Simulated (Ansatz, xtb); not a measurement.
# Two isomers of C7H8O

Structure I: `Cc1cccc(O)c1`, a singlet. Structure II: `Cc1ccccc1O`, a singlet. Both are isolated molecules in the gas phase, relaxed with PBE0-D3(BJ)/def2-SVP; the shapes shown needn't be the lowest conformers.

I (Å):

```xyz
16

C    -1.3175   -0.4919    1.2643
C    -0.4965    0.2913    0.2808
C     0.2012    1.4369    0.6767
C     0.9871    2.1330   -0.2412
C     1.0919    1.7092   -1.5608
C     0.3957    0.5673   -1.9683
C    -0.3916   -0.1309   -1.0486
O     0.5127    0.1820   -3.2574
H    -2.1629   -0.9978    0.7754
H    -1.7177    0.1551    2.0582
H    -0.7075   -1.2701    1.7530
H     0.1270    1.7857    1.7096
H     1.5275    3.0279    0.0777
H     1.7000    2.2453   -2.2915
H    -0.0137   -0.6119   -3.3981
H    -0.9366   -1.0229   -1.3773
```

II (Å):

```xyz
16

C    -1.1604    0.0035    1.4429
C    -0.2954    0.3229    0.2632
C     1.0791    0.0854    0.2499
C     1.8697    0.3902   -0.8594
C     1.2765    0.9472   -1.9880
C    -0.0952    1.1951   -2.0022
C    -0.8762    0.8866   -0.8875
O    -2.2108    1.1088   -0.8535
H    -1.9587   -0.7048    1.1696
H    -1.6649    0.9067    1.8214
H    -0.5708   -0.4342    2.2599
H     1.5403   -0.3527    1.1396
H     2.9433    0.1923   -0.8389
H     1.8780    1.1929   -2.8664
H    -0.5683    1.6332   -2.8871
H    -2.4889    1.4930   -1.6913
```

Quicker runs give these differences E(II) − E(I): GFN2-xTB +0.43 kcal/mol; HF/STO-3G +0.01 kcal/mol (at GFN2-xTB geometries); r2SCAN-D4/def2-SVP −0.90 kcal/mol (at GFN2-xTB geometries).

**Question.** Which of the two would you expect CCSD(T)/def2-SVP + ΔMP2/def2-TZVPP electronic energies to favour?

**Answer.** Too close to call at this level: CCSD(T)/def2-SVP + ΔMP2/def2-TZVPP gives E(II) − E(I) = −0.61 kcal/mol.

How the difference moves with the method:

```
                             level              geometry  E(II) − E(I) (kcal/mol)  departure from the last row (kcal/mol)  job, with rough time for the two
                          GFN2-xTB              GFN2-xTB                     +0.43                                   +1.04              optimisation, 0.12 s
                         HF/STO-3G              GFN2-xTB                     +0.01                                   +0.62              single point, 0.42 s
                r2SCAN-D4/def2-SVP              GFN2-xTB                     −0.90                                   −0.29               single point, 4.2 s
              PBE0-D3(BJ)/def2-SVP  PBE0-D3(BJ)/def2-SVP                     −0.82                                   −0.21                optimisation, 24 s
                       HF/def2-SVP  PBE0-D3(BJ)/def2-SVP                     −0.17                                   +0.44           part of the CCSD(T) run
                      MP2/def2-SVP  PBE0-D3(BJ)/def2-SVP                     −1.16                                   −0.55           part of the CCSD(T) run
                  CCSD(T)/def2-SVP  PBE0-D3(BJ)/def2-SVP                     −0.85                                   −0.24                      single point
CCSD(T)/def2-SVP + ΔMP2/def2-TZVPP  PBE0-D3(BJ)/def2-SVP                     −0.61                                                     single point, 1.9 min
```

As drawn, both hold the same kinds of bond in the same numbers.

The largest departure from CCSD(T)/def2-SVP + ΔMP2/def2-TZVPP is that of GFN2-xTB, 1.04 kcal/mol. The last row adds to CCSD(T) the change of the MP2 difference between the two basis sets, here +0.24 kcal/mol.

With thermal terms from frequencies at re-optimised GFN2-xTB minima (ideal gas, soft modes damped towards free rotors, one conformer each, 298.15 K, 1 atm): on the last row, ΔE + ΔZPE = −0.51, ΔH = −0.58, ΔG = −0.27 kcal/mol.

The correlated steps freeze 8 core orbitals. Run with Ansatz 0.2.0, xtb 6.7.1; the last row on 4 threads of Arm Neoverse V1 on a shared host.
